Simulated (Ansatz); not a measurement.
**Setting up NaBH2S2 (SMILES B=S.[Na][SH]) in Ansatz**

The species is NaBH2S2 (6 atoms), meant as a singlet with charge 0. SMILES: `B=S.[Na][SH]`.

```xyz
6

B    -0.0410   -0.0161    0.1425
S     0.3953    0.1465   -1.3797
H    -0.3543   -0.1304    1.2371
Na    0.3628    2.2451    3.9508
S     1.1147   -0.1029    3.7314
H     2.3855    0.2414    3.4585
```

Settings wanted:

```yaml
basis_set: cc-pVTZ
core_potential: none
integral_approximation: automatic
task: energy
method: HF
reference: RHF
accuracy: medium
```

Question: Write the Ansatz 0.2.0 input and the command.

Answer: One that was run (others would do as well):

job.yaml:
```yaml
basis:
  gaussian:
    orbitals: cc-pVTZ
crystal:
  periodic: [false, false, false]
  atoms:
    - {symbol: B, position_ang: [-0.041030, -0.016100, 0.142540]}
    - {symbol: S, position_ang: [0.395320, 0.146510, -1.379660]}
    - {symbol: H, position_ang: [-0.354300, -0.130410, 1.237110]}
    - {symbol: Na, position_ang: [0.362780, 2.245100, 3.950840]}
    - {symbol: S, position_ang: [1.114680, -0.102880, 3.731390]}
    - {symbol: H, position_ang: [2.385530, 0.241450, 3.458520]}
hamiltonian:
  xc: hf
```

```bash
$ ansatz run job.yaml --threads 1 --pin off --max-ram 2610MiB --events-out events.jsonl --progress --plain --runs-dir runs
```

Calculated total energy: -982.86120 Eh.
